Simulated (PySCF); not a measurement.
Broadened absorption spectrum of Zr(NEt2)F3

Species: Zr(NEt2)F3, C4H10F3NZr (singlet state).
SMILES: `CC[N](CC)[Zr]([F])([F])[F]`

Computed with TDDFT wB97X-D/def2-SVPD, vertical, gas phase, core orbitals frozen in the response, def2 core potentials past Kr (PySCF 2.14.0, density-fitted response routines). Isolated species at its PBE0-D3(BJ)/def2-SVP geometry, gas phase. Spin–orbit coupling is left out. The geometry optimisation had not met its thresholds, so the values belong to a structure short of the stationary point.

Broadening: Gaussians 0.5 eV wide at half height, area fixed by f = 4.319×10⁻⁹ ∫ε dν̃. The width is an assumption, not a result. The curve ends short of the highest state used, and states not computed would add to its high-energy end.

```csv
E (eV),ε (L mol⁻¹ cm⁻¹)
3.90,0
3.97,0
4.04,0
4.11,1
4.18,2
4.25,4
4.32,7
4.39,12
4.46,17
4.53,21
4.60,24
4.67,25
4.74,23
4.81,19
4.88,16
4.95,16
5.02,25
5.09,58
5.16,136
5.23,299
5.30,593
5.37,1056
5.44,1691
5.51,2433
5.58,3147
5.65,3661
5.72,3837
5.79,3633
5.86,3127
5.93,2494
6.00,1942
6.07,1657
6.14,1763
6.21,2301
6.28,3204
6.35,4283
6.42,5263
6.49,5856
6.56,5882
6.63,5342
6.70,4415
6.77,3372
6.84,2453
6.91,1797
```

Task: Locate the maxima and give the states behind the curve.

Result: 267 nm (4.65 eV), ε about 25, made up of S1 (100%); 217 nm (5.72 eV), ε about 3800, made up of S2 (94%); 190 nm (6.53 eV), ε about 5900, made up of S5 (97%) (ε in L mol⁻¹ cm⁻¹; maxima over ε = 5, shares over 10%). The states used: S1 4.65 eV (f 0.0005); S2 5.71 eV (f 0.067); S3 5.90 eV (f 0.0056); S4 6.40 eV (f 0.0016); S5 6.53 eV (f 0.107); S6 6.77 eV (f 0.0016); S7 7.04 eV (f 0.011); S8 7.41 eV (f 0.027); S9 7.49 eV (f 0.0071); S10 7.51 eV (f 0.0011).

Task: Coming from long wavelengths, where does ε first pass 100 L mol⁻¹ cm⁻¹?

Result: At about 241 nm (5.14 eV), 0.49 eV above S1.

Task: On this curve, what absorbance would a 10⁻⁵ mol/L sample give at 248 nm over a 1 cm path?

Result: 248 nm is 4.999 eV, where ε is about 21 L mol⁻¹ cm⁻¹, so A = ε c l ≈ 0.00021 (Beer–Lambert, with the gas-phase spectrum and the assumed width).

Task: What would ε be at 6.53 eV, the highest of these maxima, with half the width (0.25 eV)?

Result: About 11700 L mol⁻¹ cm⁻¹ against 5950, a factor of about 1.96; a lone state at its own centre would give exactly 2.
